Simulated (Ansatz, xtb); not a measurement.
**Isomers of C5H9NOS in order of energy**

3 gas-phase structures of C5H9NOS, from a drawn sample of its isomers (lower ones may exist). Each was relaxed with GFN2-xTB; where two conformers were screened, the lower at r2SCAN-D4/def2-SVP//GFN2-xTB is listed:

A. `CC/C=N\C(=O)CS`, a singlet
B. `CCC(=O)CC(N)=S`, a singlet
C. `O=C1C[C@H](S)CCN1`, a singlet

**Question.** Make a reasoned guess at their ranking by r2SCAN-D4/def2-SVP//GFN2-xTB single-point energy.

**Answer.** Calculated order at r2SCAN-D4/def2-SVP//GFN2-xTB: C (0.000), B (0.332), A (1.289) eV.

Energies above the lowest of each column, in eV; the last columns are at r2SCAN-D4/def2-SVP geometries and were run for some of them only (a dash: not run or not comparable):

| structure | GFN2-xTB | HF/STO-3G | r2SCAN-D4/def2-SVP//GFN2-xTB | r2SCAN-D4/def2-SVP | CCSD(T)/def2-SVP + ΔMP2/def2-TZVPP |
| --- | --- | --- | --- | --- | --- |
| C | 0.000 | 0.000 | 0.000 | 0.000 | 0.000 |
| B | 0.929 | 1.576 | 0.332 | 0.304 | 0.341 |
| A | 1.220 | 1.910 | 1.289 | – | – |

Every level run on C puts it lowest or level with the lowest. Some further structures that were screened fall inside this span and aren't listed. Flexible structures stand in one conformer each, not always the lowest. Frequencies (GFN2-xTB) were run for B, C alone. ΔMP2 is the change of the MP2 energy from the smaller to the larger basis.

Programs: Ansatz 0.2.0, xtb 6.7.1.
